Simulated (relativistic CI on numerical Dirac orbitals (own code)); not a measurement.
Hyperfine structure of As19+, mass number 75

Method of calculation: Dirac-Coulomb-Breit CI, orbitals from a KLI potential per configuration, model QED, unscaled Slater integrals (own radial code, finite nucleus).

CI space (outside the closed core [Ne]): 3s2 3p2, 3s 3p3, 3s2 3p 3d, 3p4, 3s 3p2 3d, 3p3 3d, 3s 3p 3d2, 3s2 3d 4p, 3p3 4s, 3s2 3p 4s, 3p3 4p, 3s 3p 3d 4s, 3s2 3p 4p, 3s2 3d2, 3s 3d3, 3p2 3d2, 3p 3d3, 3p 3d2 4s, 3p 3d2 4p, 3s2 3d 4s, 3s 3d2 4s. Double excitations out of closed p, d and f shells are left out; levels of such configurations are missing from the list, as are those of other unlisted configurations, and high levels can miss mixing partners.

Nuclear spin I = 3/2, μ = 1.4383 μN, Q = 0.311 b (tables of Stone and Pyykkö). The electronic factors are computed for point nuclear moments, without core polarisation or the Bohr-Weisskopf and QED corrections.

```csv
Level,E (cm⁻¹),A (MHz),B (MHz)
3s2 3p2 3P_1,40412,-656,3370
3s2 3p2 3P_2,62371,20860,-990
3s2 3p2 1D_2,125879,14820,7700
3s 3p3 5S°_2,371829,53090,297
3s 3p3 3D°_1,474587,-26820,4430
3s 3p3 3D°_2,477198,34150,7420
3s 3p3 3D°_3,493134,47490,-769
3s 3p3 3P°_1,554636,59760,-4730
```

Levels with J = 0, under 50 % of one LS term, or S terms without an open s electron are left out. Small factors come from cancelling terms and can be off by tens of per cent or more.

At this charge energies of transitions that change n are usually good to better than 1 %, and those within a shell (Δn = 0) to a few per cent.

(1) Give the hyperfine levels of 3s2 3p2 3P_2 relative to its centre of gravity.

Answers

(1) With K = F(F + 1) − I(I + 1) − J(J + 1), E = AK/2 + B[¾K(K + 1) − I(I + 1)J(J + 1)]/[2I(2I − 1)J(2J − 1)]: F = 1/2: -94750, F = 3/2: -62590, F = 5/2: -9813, F = 7/2: 62340 MHz.

LS names give the leading component of a level, which can be under half, so a name can repeat, a term be missing and a line seem to break the LS rules.
